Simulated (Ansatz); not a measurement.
Reading a saddle point

A first-order saddle point of Si2H3Cl3, closed shell, PBE0-D4/def2-TZVP, with one imaginary mode of 250i cm⁻¹:

Si1  (-0.149, -0.167, 1.249)
Si2  (-0.176, 0.503, -1.205)
Cl3  (1.186, -1.189, -0.349)
Cl4  (-1.157, -0.489, -2.722)
Cl5  (1.212, 1.707, -2.142)
H6  (-1.597, -0.485, 1.239)
H7  (0.215, 1.205, 1.678)
H8  (0.465, -1.084, 2.251)
(Å)

Computed with Ansatz 0.2.0 (basis: def2-TZVPP and def2-QZVPP); correlated methods freeze the cores. Extrapolation: Hartree–Fock as exp(−7.88 √X), correlation as X^−2.97.

Problem. Which contacts change along the imaginary mode, and what lies on either side? (Judge from chemistry; the calculation decides.)

Solution. Computed: The step is Si₂H₃Cl₃ ([SiH3][Si]([Cl])([Cl])[Cl]) → SiH₃Cl ([SiH3][Cl]) + SiCl₂, with the molecules in contact on both sides. Shortening one way: Si1–Cl3; lengthening the same way: Si1–Si2, Si2–Cl3.
```
   pair  one side (Å)  saddle (Å)  other side (Å)
Si1–Cl3          3.60        2.32            2.08
Si1–Si2          2.33        2.54            3.55
Si2–Cl3          2.04        2.34            2.95
```

Problem. Which side is lower, and how far does the saddle lie above each? (To be estimated.)

Solution. By the calculation: The side with Si1–Si2, Si2–Cl3 short is lower by 1.472 eV; the saddle lies 2.071 eV above it and 0.598 eV above the other (CCSD(T) at an estimated basis limit (MP2 extrapolated from triple and quadruple zeta, plus CCSD(T) − MP2 in triple zeta); electronic energies).

The T1 diagnostic stays at or below 0.012.

Losses and insertions of silylenes and their heavier kin drive the gas-phase chemistry of silicon and germanium vapour deposition.

Labels in which every atom is bracketed show which atoms are joined, not bond orders.

For scale, one of the runs: CCSD(T)/def2-TZVPP, 252 basis functions, launched by `ansatz run in.yaml --threads 8 --pin off --events-out ev --progress --plain --max-ram 19148MiB`. The run took 34 s on 8 CPU threads of an Intel Xeon Platinum 8259CL (shared host), with 4.6 GiB of host memory at its peak.
